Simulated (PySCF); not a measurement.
GeO(OH)2: fields on a plane

These are results of B3LYP/[Ge def2-SVP, O def2-SVP, H def2-SVP], no relativity, density fitting, PySCF, not measurements.

The singlet minimum has Ge–O 1.639 Å, Ge–O 1.756 Å (×2), O–H 0.969 Å (×2); Ge–O–H 111.0° (×2), O–Ge–O 101.5°, O–Ge–O 129.2° (×2).

The plane holds Ge1 at (0.00, 0.00), O2 at (1.64, 0.00), O3 at (-1.11, 1.36), O4 at (-1.11, -1.36), H5 at (-0.63, 2.20), H6 at (-0.63, -2.20) Å. Columns run from x = -3.15 to 4.05 Å, rows from y = 4.65 (top) to -4.35 Å, in steps of 0.3 Å. Other isomers or separated fragments may lie lower.

Task: Give the highest occupied orbital (Å^-3/2) at -7.73 eV (cut at ±0.3; overall sign arbitrary). Lower edges of the bins (Å^-3/2): '0' -0.300, '1' -0.240, '2' -0.180, '3' -0.120, '4' -0.060, '5' 0.000, '6' 0.060, '7' 0.120, '8' 0.180, '9' 0.240; top 0.30.

Result: 
```
5555555555555555555555555
5555555555555555555555555
5555555555555555555555555
5555555555555555555555555
5555555555555555555555555
5555555555555555555555555
5555555555555555555555555
5555555554455555555555555
5555555544455555555555555
5555667544455555555555555
5555689523455666665555555
5555689002456677776655555
5555666102456789997655555
5555555333567899999765555
5555554445546899999755555
5555554446904689997555555
4444445553095310002444444
4444445554453100000244444
4444444666432100000234444
4444323897543210002344444
4444310997543322223344444
4444310476544333334444444
4444332455544444444444444
4444444455544444444444444
4444444445544444444444444
4444444444444444444444444
4444444444444444444444444
4444444444444444444444444
4444444444444444444444444
4444444444444444444444444
4444444444444444444444444
```

Task: Give the electrostatic potential (V) (cut at 20 V). Every second row and column.

Result: 
```
 0.1  0.2  0.3  0.5  0.6  0.6  0.5  0.4  0.2  0.1  0.0  0.0 -0.1
 0.1  0.2  0.4  0.7  1.0  1.0  0.8  0.5  0.3  0.1  0.0 -0.1 -0.1
 0.0  0.2  0.5  1.2  1.9  1.9  1.3  0.7  0.3  0.0 -0.1 -0.2 -0.2
-0.1 -0.1  0.4  2.2  6.4  4.7  2.0  0.8  0.2 -0.1 -0.3 -0.3 -0.3
-0.4 -0.6  0.0  5.3 20.0 11.6  2.5  0.8 -0.1 -0.5 -0.6 -0.5 -0.5
-0.7 -1.2  0.9 20.0 20.0  6.4  2.8  0.6 -0.9 -1.3 -1.1 -0.9 -0.6
-0.8 -1.3  0.6 20.0 20.0 12.7  8.8  1.7 -1.2 -2.2 -1.8 -1.2 -0.8
-0.7 -0.9 -0.2  5.2 20.0 20.0 20.0 12.7 20.0  3.2 -2.1 -1.5 -1.0
-0.7 -0.8  0.0  4.8 20.0 20.0 20.0 20.0 20.0 11.4 -2.1 -1.6 -1.0
-0.7 -1.1 -0.1 13.5 18.8 20.0 20.0  4.7  3.9 -1.4 -2.1 -1.4 -0.9
-0.8 -1.4  1.4 20.0 20.0  7.3  4.3  0.7 -1.4 -1.9 -1.5 -1.0 -0.7
-0.6 -1.0  0.2 15.6 20.0  9.1  2.5  0.7 -0.4 -0.8 -0.8 -0.7 -0.5
-0.3 -0.3  0.2  3.2 18.6  8.2  2.4  0.9  0.1 -0.3 -0.4 -0.4 -0.4
 0.0  0.1  0.5  1.6  3.2  2.8  1.6  0.8  0.3  0.0 -0.2 -0.2 -0.2
 0.1  0.2  0.5  0.9  1.3  1.3  1.0  0.6  0.3  0.1  0.0 -0.1 -0.1
 0.1  0.2  0.4  0.6  0.7  0.7  0.6  0.4  0.3  0.1  0.0  0.0 -0.1
```
